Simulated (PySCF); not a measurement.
ZrH₂ + ZrCl₂ → 2 ZrHCl

Level: PBE0 in the def2-TZVP basis family, computed in PySCF with density fitting; scalar-relativistic core potentials for atoms from Rb on, none lighter, no spin–orbit coupling; open shells unrestricted.

```
species                                       state and structure      E (Eh)  ZPE (kJ/mol)  H(298 K) − H(0) (kJ/mol)  S° (J/(mol K))
   ZrH₂            triplet, C2v, Zr–H 1.860 Å (×2); H–Zr–H 118.9°   -48.10013          23.1                      10.4           236.3
  ZrCl₂         triplet, C2v, Zr–Cl 2.347 Å (×2); Cl–Zr–Cl 143.2°  -967.25563           4.9                      13.8           314.0
  ZrHCl  triplet, Cs, Zr–Cl 2.345 Å, Zr–H 1.872 Å; Cl–Zr–H 129.5°  -507.67546          14.3                      11.7           279.8
```

What is the electronic reaction energy?

At PBE0/def2-TZVP, ΔE = 12.7 kJ/mol from the differences of the total energies times 2625.5, uphill. The bond energies do not simply add up: the mixed species is disfavoured.

Add zero-point, thermal and entropy terms for 298.15 K and 1 bar.

ΔZPE = 0.6 and Δ[H(298) − H(0)] = -0.8 kJ/mol give ΔH° = 12.5 kJ/mol. ΔS° = 9.3 J/(mol K), so ΔG° = 12.5 − 298.15 × (0.0093) = 10 kJ/mol and log₁₀K = -1.7.

Open d or f shells are single determinants, so the state found may not be the ground state. The structures come from searches over a few start shapes, so lower isomers are not excluded.
